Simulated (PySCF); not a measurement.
SMILES C[Si]([SiH2][SiH2]C=O)(C)C (C4H14OSi3), GFN2-xTB optimised geometry. Atoms within 1.6 Å of the plane z = 0.0 Å (x, y, z in Å): C1 (1.59, 1.26, 0.00), Si2 (-0.32, 1.26, 0.00), C3 (-0.96, 0.43, 1.60), C4 (-0.91, 3.08, 0.00), C7 (0.66, -2.56, -1.11), O8 (0.72, -2.02, -0.03), H9 (1.97, 0.24, 0.10), H10 (1.99, 1.84, 0.83), H11 (1.99, 1.68, -0.92), H15 (-1.99, 3.15, -0.01), H16 (-0.55, 3.62, 0.88), H17 (-0.54, 3.61, -0.88), H22 (1.01, -3.62, -1.18).

Method: PBE0/def2-SVP (PySCF). Cells within 0.4 Å of a nucleus heavier than hydrogen are left out (blank, or x).

Map of the log10 of the electron density (e/bohr³), floored at −4 on the plane z = 0.0 Å:

```
|00000000000000000000000000000|
|00000000000000000000000000000|
|00000000001222100000000000000|
|00000000123343320000000000000|
|00000001344555431000000000000|
|00000013466777642100000000000|
|000000246788x8643211100000000|
|00000024688xx8753333210000000|
|00000013567888755555431000000|
|00000002456777766676542000000|
|00000001245679877887642100000|
|0000000124568xx78xx8642100000|
|00000001245679877888642100000|
|00000002345666666788642000000|
|00000012234555555677642000000|
|00000011233444444555431000000|
|00000001223334555543310000000|
|00000000112234678653100000000|
|0000000000113579x864100000000|
|000000000001358xx864200000000|
|00000000000135789753100000000|
|00000000000024566643100000000|
|00000000000013445432000000000|
|00000000000001233321000000000|
|00000000000000122221000000000|
|00000000000000011110000000000|
|00000000000000000000000000000|
|00000000000000000000000000000|
|00000000000000000000000000000|
```
Scale: ten equal steps from -4.00 (start of '0') to -0.114 (end of '9'), in the order '0123456789'; x runs from -6.00 to 6.00, y from -6.00 (bottom) to 6.00 (top).
